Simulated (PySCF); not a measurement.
Cl3H2NZr, SMILES [Zr]([Cl])([Cl])([Cl])[NH2], multiplicity 1.

Coordinates come from a PBE0-D3(BJ)/def2-SVP optimisation. The multiplicity is an assumed one; no other spin state was optimised. The structure was generated by enumeration; whether it is a known compound was not checked. The def2 effective core potentials stand for the cores of Zr; spin–orbit coupling is left out. The values are those of a single conformer.

These are PBE/def2-TZVP run with PySCF values and carry that method's errors.

The molecule is in vacuum.

Computed frontier levels, gap, dipole moment and polarisability:
```
Item                                                                                                             Value
---------------------------------------------------------------------------------------------  -----------------------
highest occupied level                                                                                        -7.04 eV
lowest empty level                                                                                            -3.03 eV
orbital gap                                                                                                    4.01 eV
dipole moment                                                                                                0.598 e·Å
quadrupole, principal values (traceless, Buckingham form, about the centre of nuclear charge)  -8.21, -3.24, 11.44 D·Å
mean static polarisability                                                                       89.1 bohr³ (13.20 Å³)
polarisability, principal values                                                                82.9, 90.9, 93.3 bohr³
```
